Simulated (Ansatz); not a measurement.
Which is lower?

The two ends of one reaction step of SiNH$_{4}$F$_{3}$, closed shell (PBE0-D4/def2-TZVP).

A:

Si1  (-0.879, 0.117, -0.395)
N2  (1.033, -0.137, 0.464)
F3  (-0.006, 0.181, -1.747)
F4  (-0.881, 1.411, 0.565)
H5  (-2.218, 0.294, -0.996)
H6  (1.482, -0.968, 0.094)
F7  (-1.117, -1.325, 0.282)
H8  (0.962, -0.234, 1.471)
H9  (1.624, 0.662, 0.261)
(Å)

B:

```
9
angstrom
Si -0.6319 0.8182 -0.3388
N 0.6413 -0.0029 0.4704
F -0.2850 0.7609 -1.8784
F -0.7188 2.3508 0.0560
H -1.9278 0.1973 -0.0492
H 0.4421 -1.7055 0.1246
F 0.2849 -2.6262 -0.0312
H 0.6126 -0.0037 1.4824
H 1.5828 0.2109 0.1642
```

Ansatz 0.2.0; basis: def2-TZVPP; cores frozen in the correlated methods. B3LYP uses VWN-RPA correlation.

Task: Which structure is lower at CCSD(T), and by how much? (Judge from chemistry; the value comes from the calculation.)

Result: The calculation gives: A, by 0.756 eV (electronic energy, against the other). By their contacts, A is SiNH₄F₃ ([NH3][SiH]([F])([F])[F]) and B is a complex of SiNH₃F₂ ([NH2][SiH]([F])[F]) + HF.

All methods give the same order:

```csv
method,E(B) − E(A) (eV)
SPW92,0.836
PBE-D4,0.703
BLYP-D4,0.659
r2SCAN-D4,0.828
B97M-V,0.870
PBE0-D4,0.727
B3LYP-D4,0.693
r2SCAN0-D4,0.816
BHLYP-D4,0.745
CAM-B3LYP-D4,0.751
wB97X-V,0.792
wB97M-V,0.810
B2PLYP,0.723
PBE-QIDH,0.762
RPA on PBE,0.762
HF,0.678
MP2,0.740
CCSD,0.749
CCSD(T),0.756
```

No T1 diagnostic of these runs exceeds 0.011.

Labels in which every atom is bracketed show which atoms are joined, not bond orders.

For scale, one of the runs: CCSD(T)/def2-TZVPP, 222 basis functions, launched by `ansatz run in.yaml --threads 4 --pin off --events-out ev --progress --plain --max-ram 9574MiB`. Time: 72 s of wall clock on 4 CPU threads of an Intel Xeon Platinum 8488C; the host was shared. Peak host memory: 3.8 GiB.
